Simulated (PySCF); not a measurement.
**Vibration and rotation of RbGe**

r²SCAN constants of RbGe, ⁴Σ⁻ (quartet), unpaired electrons σ ↑, π ↑↑ (Rb def2-SVP with ECP28, Ge def2-SVP; scalar-relativistic core potentials (PySCF 2.14); masses 84.9118 and 73.9212 u):

```
ωe              : 122.1 cm⁻¹
ωexe            : 0.347 cm⁻¹
Be              : 0.039918 cm⁻¹
αe              : 0.000161 cm⁻¹
D (centrifugal) : 1.71e-08 cm⁻¹
De to Rb + Ge   : 1.61 eV
```

Q: Give the vibrational terms G(v) and spacings up to v = 6.

A: G(v) = ωe(v+½) − ωexe(v+½)².

```tsv
v	G(v) (cm⁻¹)	G(v) − G(v−1)	Bv (cm⁻¹)
0	61.0		0.03984
1	182.4	121.4	0.03968
2	303.1	120.7	0.03952
3	423.1	120.0	0.03935
4	542.4	119.3	0.03919
5	661.1	118.6	0.03903
6	779.0	117.9	0.03887
```

Q: How well does the Morse estimate ωe²/(4ωexe) reproduce De, and what is D0?

A: It gives 1.33 eV, 83 % of the computed De. D0 = De − G(0) = 1.61 − 0.01 = 1.60 eV.

Spin–orbit coupling is left out. The state was picked by a PBE0 search and need not be the measured ground state.
